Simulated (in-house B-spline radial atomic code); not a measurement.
Excitations of Xe XLIII (Xe42+) by several methods

Full response, energies in eV; labels give the largest channel, * marks a mixed state, a dash one above the method's threshold, and an imaginary frequency an unstable closed-shell reference. Computed with a B-spline radial code for spherical atoms: linear response of the closed shell [Ne] 3s2 with each method's own kernel (bare exchange for TDHF, static screening on G0W0 levels for BSE, the adiabatic kernel for functionals); non-relativistic, point nucleus, no spin-orbit coupling, no double excitations, S, P, D and F terms only.

Without relativity these are model numbers for so heavy an element.

| method | 3s → 3p 3P | 3s → 3p 1P | 3s → 3d 3D | α (bohr³) |
| --- | --- | --- | --- | --- |
| TDHF | 71.65 | 109.60 | 214.81 | 0.02094 |
| PBE | ? | ? | ? | ? |
| BLYP | 74.11 | 110.94 | 208.51 | 0.0198 |
| OLYP | 68.55 | 107.73 | 205.23 | 0.02122 |
| RPBE | 74.81 | 110.31 | 208.82 | 0.02019 |
| BP86 | ? | ? | ? | ? |

Question: What does BP86 give?

Answer: 3s → 3p 3P: 76.25; 3s → 3p 1P: 110.62; 3s → 3d 3D: 209.84; α: 0.01998 (eV, bohr³).

Question: What does PBE give?

Answer: 3s → 3p 3P: 76.14; 3s → 3p 1P: 111.05; 3s → 3d 3D: 209.85; α: 0.01982 (eV, bohr³).
